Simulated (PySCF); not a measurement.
**Correlation energy of Zn+ (zinc, charge +1)**

[Ar] 3d10 4s1, 2S determinant. All numbers are calculated (PySCF 2.14, scalar relativity by spin-free X2C-1e, in Sapporo-DKH3-DZP-2012 (6s4p3d1f, 40 functions)). Frozen: [Ar]; 11 electrons correlated.

MP2 pair energies summed by pair of shells (mhartree):

```csv
pair,energy,share (%)
3d-3d,-386.95,94.4
3d-4s,-23.15,5.6
```

Total MP2 correlation energy: -410.10 mhartree.

Same-spin part -155.18 and opposite-spin part -254.92 mhartree; SCS-MP2 scales them by 1/3 and 6/5 to -357.63 mhartree.

```json
{"level": "CCSD", "correlation energy (mhartree)": "-368.86"}
{"level": "(T)", "correlation energy (mhartree)": "-6.97"}
{"level": "CCSD(T)", "correlation energy (mhartree)": "-375.83"}
```

Diagnostics: T1 = 0.0085, D1 = 0.0271, largest double amplitude 0.028.

Cost of the coupled-cluster step: 0.43 s of wall time on 1 thread of Intel(R) Xeon(R) 6975P-C (shared host), for 11 correlated electrons.

Iterations:

```
CC2 = 0
CCSD nocc = (np.int64(6), np.int64(5)), nmo = (31, 31)
frozen orbitals [[0, 1, 2, 3, 4, 5, 6, 7, 8], [0, 1, 2, 3, 4, 5, 6, 7, 8]]
max_cycle = 100
direct = 0
conv_tol = 1e-08
conv_tol_normt = 1e-06
diis_space = 8
diis_start_cycle = 0
Init t2, MP2 energy = -0.410101881748187
Init E_corr(UCCSD) = -0.410101881845572
cycle = 1  E_corr(UCCSD) = -0.356039329945765  dE = 0.0540625519  norm(t1,t2) = 0.0625767
cycle = 2  E_corr(UCCSD) = -0.371387175288976  dE = -0.0153478453  norm(t1,t2) = 0.0203076
cycle = 3  E_corr(UCCSD) = -0.368560740634251  dE = 0.00282643465  norm(t1,t2) = 0.00732655
cycle = 4  E_corr(UCCSD) = -0.368752776136852  dE = -0.000192035503  norm(t1,t2) = 0.00185687
cycle = 5  E_corr(UCCSD) = -0.368865122909742  dE = -0.000112346773  norm(t1,t2) = 0.000185833
cycle = 6  E_corr(UCCSD) = -0.368854614148088  dE = 1.05087617e-05  norm(t1,t2) = 4.83491e-05
cycle = 7  E_corr(UCCSD) = -0.368855363176928  dE = -7.4902884e-07  norm(t1,t2) = 7.99383e-06
cycle = 8  E_corr(UCCSD) = -0.368855572421489  dE = -2.09244561e-07  norm(t1,t2) = 6.56852e-07
cycle = 9  E_corr(UCCSD) = -0.368855559009418  dE = 1.34120707e-08  norm(t1,t2) = 9.20958e-08
cycle = 10  E_corr(UCCSD) = -0.368855553868106  dE = 5.14131226e-09  norm(t1,t2) = 1.50555e-08
UCCSD converged
E(UCCSD) = -1794.30661230257  E_corr = -0.3688555538681055
UCCSD(T) correction = -0.00697330121251864
```
